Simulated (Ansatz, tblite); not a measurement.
Isomers of Ca4Se3⁺ (doublet), found by a short tight-binding search and relaxed with PBE-D4/def2-SVP in Ansatz.

The xTB rows come from tblite. Correlated methods freeze 47 core orbitals; core or outer-core shells of Ca, Se are correlated, in sets that lack core-valence functions.

Other spin states weren't relaxed.

A:

```xyz
7

Ca   -1.004   -3.630    0.020
Ca   -0.780    1.296    2.064
Ca    0.452   -0.493   -1.026
Ca    1.388    4.776   -0.285
Se    0.365   -2.954   -2.071
Se    0.652    2.211   -0.028
Se   -1.074   -1.206    1.326
```

B:

```xyz
7

Ca   -2.277   -0.513   -0.759
Ca   -0.365    1.509    1.892
Ca    0.878    1.483   -1.750
Ca    1.070   -1.506    0.374
Se   -0.017   -1.057   -2.194
Se   -1.345   -1.038    1.753
Se    2.056    1.121    0.685
```

C:

Cartesian coordinates in Å:
```
Ca -0.236 -0.903 2.419
Ca 1.151 3.353 3.024
Ca -0.106 0.643 -1.015
Ca -0.178 -2.585 -2.613
Se 0.115 -2.026 0.071
Se -0.288 -0.175 -3.555
Se -0.457 1.693 1.669
```

Task: Estimate their order by electronic energy at r2SCAN0-D4/def2-SVP, counted from the lowest.

Result: B (0.00) < A (1.61) < C (1.63), in eV. Gaps under about 2 kJ/mol are ties within the noise of geometry and basis.

Task: Do the other levels pick the same lowest one?

Result: Not GFN2-xTB. Energies above each level's lowest (eV):

```
              level     A     B     C
           GFN1-xTB  0.76  0.00  0.78
           GFN2-xTB  0.00  0.06  0.12
        HF/def2-SVP  1.01  0.00  1.07
    PBE-D4/def2-SVP  1.66  0.00  1.65
 r2SCAN-D4/def2-SVP  1.65  0.00  1.66
   PBE0-D4/def2-SVP  1.64  0.00  1.64
r2SCAN0-D4/def2-SVP  1.61  0.00  1.63
    B2PLYP/def2-SVP  1.43  0.00  1.45
       MP2/def2-SVP  1.64  0.00  1.65
```
Point groups (tolerance 0.1 Å): A not assigned, B C3v, C not assigned. A and C have the same bonds, so they are conformers or stereoisomers. Lower isomers may exist.
